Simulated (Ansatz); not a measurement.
(AgH)n: PBE0-D4/def2-SVP single points in Ansatz on relaxed structures, gas phase. Each cluster is the lowest isomer that a short search found in that spin, judged at the geometry's level, and lower ones may exist. Core potentials for Ag, no spin–orbit coupling. Binding counts from free atoms in the multiplicity of their measured ground term, without zero-point energy. Singlets are spin-restricted. The structures are stationary points that may keep the symmetry of their start.

```
            species  atoms    state           geometry  HOMO (eV)  LUMO (eV)  gap (eV)  binding per atom (eV)  point group (within 0.1 Å)
(AgH)3 ring (Ag3H3)      6  singlet  PBE0-D4/def2-TZVP      -6.79      -1.49      5.30                   1.70                         D3h
              Ag2H2      4  singlet  PBE0-D4/def2-TZVP      -6.00      -3.12      2.88                   1.40                          Cs
```

(1) Estimate the rows for (AgH)4 ring (Ag4H4) (singlet, PBE0-D4/def2-SVP geometry).

(1) 
| species | atoms | state | geometry | HOMO (eV) | LUMO (eV) | gap (eV) | binding per atom (eV) | point group (within 0.1 Å) |
| --- | --- | --- | --- | --- | --- | --- | --- | --- |
| (AgH)4 ring (Ag4H4) | 8 | singlet | PBE0-D4/def2-SVP | -7.28 | -1.68 | 5.60 | 1.90 | D4h |

The gap (eV) runs from 2.88 (Ag2H2) to 5.60 ((AgH)4 ring). The binding per atom (eV) runs from 1.40 (Ag2H2) to 1.90 ((AgH)4 ring).
